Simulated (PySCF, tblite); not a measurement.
C2H4F3NSi.
Cartesian coordinates in Å at the GFN2-xTB level; atoms count from 1:
```xyz
11
C2H4F3NSi angstrom
C      1.6620   -1.2916   -0.7626
N      1.0992   -0.4760   -0.0026
Si     0.1711    0.9526   -0.0748
C     -1.4912    0.3063    0.7020
F     -2.0284   -0.7325    0.0266
F     -2.4401    1.2672    0.7097
F     -1.3677   -0.1018    1.9769
H      2.1791   -2.1431   -0.3285
H      1.6788   -1.2176   -1.8512
H      0.7845    1.8398    0.9000
H     -0.2420    1.5993   -1.3216
```

The calculation used PBE0/pcSseg-1 in PySCF (dipole) on a GFN2-xTB geometry, gas phase.

Masses are those of the commonest isotopes; rigid-rotor values at the optimised geometry. The values belong to one conformer with, in the numbering `[CH2:1]=[N:2][SiH2:3][C:4]([F:5])([F:6])[F:7]`, C1–N2–Si3–C4 116°.

Problem. Give the principal moments of inertia and the rotational constants in GHz.

Solution. Ia = 133.65, Ib = 360.69, Ic = 393.16 u·Å²; 505379 MHz·u·Å²/I gives 3781, 1401 and 1285 MHz, that is A = 3.7814, B = 1.4011, C = 1.2854 GHz.

Problem. Classify the top.

Solution. A near-prolate asymmetric top: κ = (2 × 1401 − 3781 − 1285)/(3781 − 1285) = -0.91.

Problem. What does the inertial defect say?

Solution. Not planar: Δ = Ic − Ia − Ib = -101.18 u·Å². For a rigid frame Δ = −2 Σ m c², so Σ m c² = 50.59 u·Å² lies off the ab plane: 4.58 from hydrogen and 46.01 from heavier atoms. The atom farthest from that plane is 1.31 Å away.

Problem. List the rotational levels J(Ka,Kc) to J = 3 (MHz).

Solution. Above 0(0,0):
J = 1: 1(0,1) 2687, 1(1,1) 5067, 1(1,0) 5183
J = 2: 2(0,2) 8056, 2(1,2) 10324, 2(1,1) 10671, 2(2,1) 17812, 2(2,0) 17816
J = 3: 3(0,3) 16099, 3(1,3) 18208, 3(1,2) 18902, 3(2,2) 25872, 3(2,1) 25892, 3(3,1) 38065, 3(3,0) 38065

Problem. Predict some low-J microwave lines.

Solution. The dipole components are |μa| = 3.50 D, |μb| = 1.04 D, |μc| = 1.15 D. The squared components, which scale the intensities, stand as 1.00 : 0.09 : 0.11 (a : b : c). Some lines, for components of 0.1 D or more:

```csv
type,branch,"J(Ka,Kc)",MHz,lower level (cm⁻¹)
a,Q,"2(1,1) ← 2(1,2)",347,0.344
a,Q,"3(1,2) ← 3(1,3)",694,0.607
c,Q,"3(1,3) ← 3(0,3)",2109,0.537
b,R,"1(1,1) ← 0(0,0)",5067,0.000
a,R,"2(1,2) ← 1(1,1)",5257,0.169
a,R,"2(0,2) ← 1(0,1)",5369,0.090
c,Q,"3(2,2) ← 3(1,2)",6970,0.631
c,R,"2(1,1) ← 1(0,1)",7985,0.090
a,R,"3(2,2) ← 2(2,1)",8060,0.594
b,R,"3(1,3) ← 2(0,2)",10152,0.269
c,R,"3(1,2) ← 2(0,2)",10846,0.269
b,R,"2(2,1) ← 1(1,0)",12630,0.173
c,R,"3(2,2) ← 2(1,2)",15548,0.344
b,R,"3(2,1) ← 2(1,2)",15568,0.344
b,R,"3(3,1) ← 2(2,0)",20249,0.594
c,R,"3(3,0) ← 2(2,0)",20249,0.594
```

Its GFN2-xTB frequencies are all real (lowest 26 cm⁻¹). No vibrational averaging or centrifugal distortion is included, and the geometry carries the error of its method. Quadrupole hyperfine structure (14N) is left out.
